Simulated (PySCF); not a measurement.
Species: C7H4O2.
SMILES with atom numbers: `[O:1]=[CH:2][C:3]#[C:4][c:5]1[cH:6][cH:7][cH:8][o:9]1` (hydrogens: H10 on C2; H11 on C6; H12 on C7; H13 on C8)

Computed with PySCF at CAM-B3LYP/def2-SVPD, non-relativistic, on one gas-phase PBE0-D3(BJ)/def2-SVP geometry that isn't relaxed in the solvent. The solvent is an IEF-PCM continuum (Bondi radii, 1.10 Å for H, scaled by 1.2). The model holds no explicit solvent molecules, cavitation or dispersion.

Gas phase at CAM-B3LYP/def2-SVPD: HOMO -8.18 eV, LUMO -1.37 eV, dipole 4.59 D.

What does the continuum do to the energy, the frontier levels and the dipole at CAM-B3LYP/def2-SVPD in chloroform and dimethylsulfoxide?

```
          solvent      ε  E(solvent) − E(gas) (kcal/mol)  polarisation term (kcal/mol)  distortion of the solute (kcal/mol)  HOMO (eV)  LUMO (eV)  dipole (D)
       chloroform  4.711                           -5.02                         -5.81                                 0.79      -8.07      -1.37        5.75
dimethylsulfoxide  46.83                           -7.00                         -8.55                                 1.55      -8.04      -1.39        6.19
```

Polarisation term: ½ Σ q·V over the induced surface charges. Distortion: the rise of the solute's own energy as its density leaves the gas-phase optimum. From chloroform to dimethylsulfoxide the lowering changes by a factor 1.39, Onsager's factor (ε − 1)/(2ε + 1) by 1.36 and ε itself by 9.9.

Which radius a makes the point-dipole formula ΔE = −[(ε − 1)/(2ε + 1)]·μ²/a³ give the value in dimethylsulfoxide, with the gas-phase dipole?

μ = 1.807 au and |ΔE| = 0.01116 Eh give a = 2.76 Å; the farthest nucleus lies 4.46 Å from the centroid of the nuclei, so such a sphere wouldn't even hold the nuclei. The formula assumes a rigid point dipole at the centre of a sphere.

How does the static polarisability (CAM-B3LYP/def2-SVPD, frozen core, with the continuum's full static response) change?

| medium | isotropic (au) | principal values (au) | ⟨r²⟩ of the electrons (bohr²) |
| --- | --- | --- | --- |
| gas | 100.8 | 49.7, 76.4, 176.1 | 1666.0 |
| chloroform | 128.9 | 60.2, 95.1, 231.3 | 1666.0 |
| dimethylsulfoxide | 141.9 | 66.6, 104.5, 254.6 | 1665.9 |

The isotropic value in dimethylsulfoxide is 1.41 times the gas-phase one; no cavity-field correction is applied. ⟨r²⟩ is taken about the centre of nuclear charge.
